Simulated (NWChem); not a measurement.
# SiBrClF2; SMILES F[Si](Br)(Cl)F

```xyz
5

F     -1.3097    -0.7726     1.2880
Si    -0.3955    -0.5241     0.0000
F     -1.3097    -0.7726    -1.2880
Cl     1.1221    -1.8604     0.0000
Br     0.3174     1.5304     0.0000
```
Atoms are numbered in this order, from 1.

Level: PBE0/def2-SVP (NWChem), optimised geometry, unscaled harmonic frequencies. This build's default masses of Se (78.918 u) and Br (79.917 u) are each other's, which moves their modes by up to 0.6 %.

**Question.** List the harmonic frequencies with IR intensities, and the thermochemistry.

**Answer.** 
| frequency (cm⁻¹) | IR intensity (km/mol) |
|---|---|
| 143 | 0.3 |
| 185 | 0.2 |
| 253 | 9.9 |
| 259 | 14.2 |
| 301 | 20.4 |
| 454 | 61.4 |
| 636 | 276.4 |
| 913 | 179.5 |
| 997 | 140.5 |

```yaml
zero_point_energy: 5.9 kcal/mol
thermal correction to the enthalpy at 298.15 K (with zero-point energy): 10.2 kcal/mol
heat capacity Cv: 18.1 cal/(mol K)
entropy at 298.15 K and 1 atm (symmetry number 1): 81.5 cal/(mol K)
dipole_moment: 0.86 D
```

Rigid rotor and harmonic oscillator.
